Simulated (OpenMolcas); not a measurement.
## Nd3+ in a ligand field

Nd3+ with 6 ligands (fluoride) in octahedral coordination (Oh) at 2.29 Å. A charge of +0.5 e stands 2.6 Å behind each ligand. Ligand basis ANO-RCC-VDZP.

```
Program             : OpenMolcas
Method              : CASSCF
Basis               : ANO-RCC-VDZP [7s6p4d2f1g]
Scalar Hamiltonian  : DKH2, point nucleus
Active space        : 3 electrons in 7 orbitals (4f)
State averaging     : 2S+1 = 4 odd, 35 roots (30 in the spin-orbit step); 2S+1 = 2 odd, 43 roots kept (CI in the orbitals of an earlier block)
Spin-orbit coupling : RASSI with atomic mean-field integrals over the reference wave functions
```

The lowest spin-free states (labels of O, the rotations of Oh), above the lowest:

```
State  Degeneracy  E (cm-1)  Free-ion L (%)
  4A2           1       0.0         I (100)
  4T2           3     182.1         I (100)
   4E           2     325.3         I (100)
  4T1           3     621.7         I (100)
  4A1           1     657.7         I (100)
  4T2           3     716.9         I (100)
  2T1           3     14460         H (100)
  2T2           3     14536         H (100)
  4T1           3     14712         F (100)
   2E           2     14813         H (100)
  2T1           3     14837         H (100)
  4A1           1     14885         S (100)
  4T2           3     14979          F (99)
  4A2           1     15148         F (100)
   2E           2     19237          G (96)
  2T2           3     19263          G (92)
  2T1           3     19276          G (97)
  2A1           1     19289         G (100)
  2T1           3     21621          K (99)
  2T2           3     21704          K (98)
```

The lowest levels with spin-orbit coupling:

```json
{"E (cm-1)": "0.0", "Degeneracy": "4", "Label": "Γ8", "2S+1": "4", "J": "4.51", "|mJ| (%)": "3/2 (33)", "g": ""}
{"E (cm-1)": "127.0", "Degeneracy": "2", "Label": "Γ6", "2S+1": "4", "J": "4.50", "|mJ| (%)": "1/2 (58)", "g": "2.61 2.61 2.61"}
{"E (cm-1)": "388.7", "Degeneracy": "4", "Label": "Γ8", "2S+1": "4", "J": "4.49", "|mJ| (%)": "7/2 (47)", "g": ""}
{"E (cm-1)": "2036", "Degeneracy": "4", "Label": "Γ8", "2S+1": "4", "J": "5.50", "|mJ| (%)": "1/2 (43)", "g": ""}
{"E (cm-1)": "2040", "Degeneracy": "2", "Label": "Γ7", "2S+1": "4", "J": "5.50", "|mJ| (%)": "3/2 (46)", "g": "3.34 3.34 3.34"}
{"E (cm-1)": "2266", "Degeneracy": "4", "Label": "Γ8", "2S+1": "4", "J": "5.49", "|mJ| (%)": "9/2 (41)", "g": ""}
{"E (cm-1)": "2295", "Degeneracy": "2", "Label": "Γ6", "2S+1": "4", "J": "5.49", "|mJ| (%)": "7/2 (72)", "g": "3.52 3.52 3.52"}
{"E (cm-1)": "4127", "Degeneracy": "2", "Label": "Γ7", "2S+1": "4", "J": "6.50", "|mJ| (%)": "3/2 (40)", "g": "4.68 4.68 4.68"}
{"E (cm-1)": "4140", "Degeneracy": "4", "Label": "Γ8", "2S+1": "4", "J": "6.50", "|mJ| (%)": "1/2 (40)", "g": ""}
{"E (cm-1)": "4388", "Degeneracy": "2", "Label": "Γ7", "2S+1": "4", "J": "6.49", "|mJ| (%)": "11/2 (45)", "g": "4.18 4.18 4.18"}
{"E (cm-1)": "4391", "Degeneracy": "4", "Label": "Γ8", "2S+1": "4", "J": "6.49", "|mJ| (%)": "7/2 (32)", "g": ""}
{"E (cm-1)": "4426", "Degeneracy": "2", "Label": "Γ6", "2S+1": "4", "J": "6.49", "|mJ| (%)": "9/2 (69)", "g": "5.53 5.53 5.53"}
{"E (cm-1)": "6241", "Degeneracy": "4", "Label": "Γ8", "2S+1": "4", "J": "7.49", "|mJ| (%)": "15/2 (31)", "g": ""}
{"E (cm-1)": "6338", "Degeneracy": "2", "Label": "Γ6", "2S+1": "4", "J": "7.49", "|mJ| (%)": "1/2 (52)", "g": "5.96 5.96 5.96"}
{"E (cm-1)": "6615", "Degeneracy": "4", "Label": "Γ8", "2S+1": "4", "J": "7.48", "|mJ| (%)": "9/2 (33)", "g": ""}
{"E (cm-1)": "6686", "Degeneracy": "4", "Label": "Γ8", "2S+1": "4", "J": "7.49", "|mJ| (%)": "11/2 (46)", "g": ""}
{"E (cm-1)": "6720", "Degeneracy": "2", "Label": "Γ7", "2S+1": "4", "J": "7.49", "|mJ| (%)": "13/2 (40)", "g": "6.82 6.82 6.82"}
{"E (cm-1)": "15639", "Degeneracy": "2", "Label": "Γ6", "2S+1": "2", "J": "4.50", "|mJ| (%)": "1/2 (58)", "g": "3.46 3.46 3.46"}
{"E (cm-1)": "15796", "Degeneracy": "4", "Label": "Γ8", "2S+1": "2 (74 %)", "J": "4.04", "|mJ| (%)": "3/2 (45)", "g": ""}
{"E (cm-1)": "15921", "Degeneracy": "4", "Label": "Γ8", "2S+1": "2 (72 %)", "J": "4.02", "|mJ| (%)": "7/2 (37)", "g": ""}
```

Powder χT (cm3 K/mol): 0.766 at 2 K, 0.815 at 10 K, 1.05 at 50 K, 1.25 at 100 K, 1.45 at 200 K, 1.56 at 300 K. The effective moment at 300 K is 2.828 √(χT) = 3.53 μB.

Hund's rules give f3 the level 4I9/2 with g = 0.727, so an isolated free-ion multiplet has χT = g² J(J+1) / 8 = 1.636 cm3 K/mol. The computed 1.555 at 300 K differs by -5 %, through the field's splitting, the mixing of terms and any other multiplet in reach.

Stevens parameters of the J = 9/2 multiplet, which is 389 cm-1 wide (cm-1, z along the main axis): B40 = -7.956e-02, B44 = -3.994e-01, B60 = -8.193e-04, B64 = 1.717e-02.

Metal share of the active 4f orbitals (Löwdin): 99, 99, 99, 100, 100, 100, 100 %; Mulliken charge of the metal 2.39.

High states are left out of the spin-orbit mixing, which shifts the levels that they would mix with. Without dynamic correlation the ligand-field splitting of an f shell can come out too small, at times by half. The first state left out of the spin-orbit step lies near 35000 cm-1 above the lowest spin-free state of the reference (among the parities and spins computed), and the lists stop at four fifths of that energy or lower. No measured value stands beside these numbers; the geometry was imposed, not optimised, and the real ion may take another.
